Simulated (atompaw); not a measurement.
# Before and after: PAW (atompaw) potential for Ga

| Property | Result |
| --- | --- |
| Element | gallium (Ga) |
| Generator | atompaw 4.2.0.5 |
| Type | PAW |
| Functional | PBE |
| Relativity | scalar-relativistic |
| Frozen core | [Ar] 3d10 |
| Valence charge | 3 |
| Reference configuration | 4s2 4p1 |
| Partial waves | 4s (bound): rc 2.05 bohr; 4s channel at -0.25 Ry: rc 2.05 bohr; 4p (bound): rc 2.10 bohr; 4p channel at 2.05 Ry: rc 2.10 bohr |
| Local potential | bessel scheme, radius 1.50 bohr |
| Core correction | smooth core density matched at 1.55 bohr |
| Augmentation charge | gaussian compensation charge, radius 1.75 bohr; PAW radius 2.10 bohr; waves and projectors: custom polynom2 7 10 vanderbiltortho |

Change: wave 4p (bound): rc 2.10 bohr becomes 4p (bound): rc 1.52 bohr.

Cutoffs: the cutoffs (Ry, on a coarse ladder) from which the occupation-weighted sum of valence levels, in a spherical-Bessel basis at the reference potential, stays within 10 and 1 mRy of its value at 400 Ry; they do not see the model core or the augmentation charge, which bear on the density cutoff.

**Question.** What does the change do?

**Answer.** The potential gets harder (8 Ry and 12 Ry → 8 Ry and 18 Ry); neither file shows a bound ghost.

```tsv
quantity	base	changed
cutoff, loose	8 Ry	8 Ry
cutoff, tight	12 Ry	18 Ry
bound ghosts	none	none
s: phases at 2.10 bohr within 0.05 rad from the reference energy up to (Ry; the scan ends near 5)	to the end of the scan	to the end of the scan
p: phases at 2.10 bohr within 0.05 rad from the reference energy up to (Ry; the scan ends near 5)	4.0	to the end of the scan
lowest overlap eigenvalue by channel	s 0.12, p 0.18	s 0.12, p 0.22
```

 The cutoffs see the waves, projectors and local potential, not the compensation charge or the core.
